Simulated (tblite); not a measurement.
Compound: C₂H₉FN₂Si₂.
Structure used (GFN2-xTB), in Å, numbered top down from 1:
```
atom  x, y, z in Å
C1    -1.4992    1.8572   -0.3127
N2    -1.6421    1.0800    0.6604
C3    -1.5449   -0.3260    0.4811
Si4    0.1459   -0.8806    1.1934
N5     1.4367   -0.2111    0.2396
Si6    1.8540   -0.5377   -1.3981
F7     0.5623   -0.3207   -2.3363
H8    -1.5413    2.9213   -0.1302
H9    -1.3381    1.5315   -1.3455
H10   -2.3467   -0.7942    1.0538
H11   -1.6327   -0.6326   -0.5716
H12    0.3396   -0.3553    2.5417
H13    0.2255   -2.3425    1.1152
H14    1.9711    0.5114    0.6906
H15    2.8255    0.4493   -1.8339
H16    2.1767   -1.9409   -1.5963
```

Level: GFN2-xTB in tblite, geometry and Hessian alike; calculated harmonic values, unscaled, isolated species. The method is semi-empirical: single wavenumbers can be off by several per cent or more. Modes of hydrogen on silicon can be 10 to 20 % off. One conformer, not necessarily the lowest. The optimisation stopped once no atom felt more than 0.01 eV/Å.

Lowest wavenumbers of the output (negative numbers stand for imaginary wavenumbers):
```
mode    cm-1
  1     -35.9
  2      29.8
  3      46.7
  4      88.4
  5     131.8
  6     171.8
  7     196.0
  8     231.6
  9     302.1
 10     431.3
 11     488.5
 12     531.6
 13     591.3
 14     594.6
 15     629.0
```

Problem. Is this structure a minimum?

Solution. Not by this Hessian. 1 mode is imaginary beyond 20i (36i cm⁻¹), so at this level the point lies at or near a first-order saddle. The curvature is small, so loose convergence or finite differences may be the whole cause.

Problem. Which atoms move in the imaginary mode?

Solution. 36i: F7 (silicon-bound fluorine) 38 %, H14 (N–H hydrogen) 22 %. These are shares of the mass-weighted motion.

Problem. What is the remedy?

Solution. Step along that mode in both directions, optimise again with tighter thresholds and repeat the frequencies. The zero-point energy of this point (67.8 kcal/mol) counts the 41 real modes alone, and thermal corrections from it aren't those of a minimum.

On Arm Neoverse N1, one thread, shared host, this took 0.99 s wall. The figure is for the frequency step alone.
